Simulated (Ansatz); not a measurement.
`C[CH2][Ge][Cl]` + `O[SiH3]` → `[SiH3][O][Ge][Cl]` + `CC` at 500 K and 1 bar (ligand exchange at a Ge–C bond).

Computed with Ansatz on PBE0-D4/def2-TZVP structures; ΔE is electronic, products minus reactants. CCSD(T)/CBS is the MP2 limit (def2-TZVPP, def2-QZVPP) plus CCSD(T) − MP2 in def2-TZVPP, frozen cores. This one scheme is used for every species. For Ge outer-core shells are correlated without core-valence functions, which leaves a few kJ/mol of doubt a bond. Scalar relativity is left out up to krypton. Each species was taken in one conformer, which may not be the lowest.

```json
{"species": "`C[CH2][Ge][Cl]`", "CCSD(T)/CBS energy (Eh)": "-2615.03092", "H − E (kJ/mol)": "211.0", "S (J/(mol·K))": "398.3"}
{"species": "`O[SiH3]`", "CCSD(T)/CBS energy (Eh)": "-366.69042", "H − E (kJ/mol)": "127.5", "S (J/(mol·K))": "292.9"}
{"species": "`[SiH3][O][Ge][Cl]`", "CCSD(T)/CBS energy (Eh)": "-2902.05095", "H − E (kJ/mol)": "120.4", "S (J/(mol·K))": "404.8"}
{"species": "`CC`", "CCSD(T)/CBS energy (Eh)": "-79.71954", "H − E (kJ/mol)": "220.5", "S (J/(mol·K))": "259.9"}
```

H − E and S are ideal-gas, rigid-rotor, harmonic terms from PBE0-D4/def2-TZVP, for one conformer and one mirror image of each species. 1 Eh = 2625.50 kJ/mol, R = 8.31446 J/(mol·K).

Question: By hand: ΔE, ΔH, ΔS and ΔG.

Answer: ΔE = (-2902.05095) + (-79.71954) − (-2615.03092) − (-366.69042) = -0.04915 Eh = -129.0 kJ/mol. Δ(H − E) = 120.4 + 220.5 − 211.0 − 127.5 = 2.4, so ΔH = -126.6 kJ/mol. ΔS = 404.8 + 259.9 − 398.3 − 292.9 = -26.5 J/(mol·K). ΔG = -126.6 − 500 × (-26.5)/1000 = -113.3 kJ/mol.

Question: By hand: the equilibrium constant, and the temperature at which ΔG would vanish if ΔH and ΔS stayed fixed.

Answer: log₁₀ K = −ΔG/(RT ln 10) = 11.8. ΔG = 0 at ΔH/ΔS = 4777 K, far beyond where these terms or the molecules hold.

ΔH outweighs TΔS. A doubt of 5 kJ/mol in ΔE shifts log₁₀ K by 0.5 here. Other conformers and mirror images would add mixing entropy, several J/(mol·K) or more a flexible species. Modes under 60 cm⁻¹, often nearly free rotors, make the harmonic entropy too high. These are equilibria of isolated gas molecules and say nothing of rates. Largest T1 diagnostic: 0.014 (customary marks: 0.02 for closed shells, 0.045 for open ones).
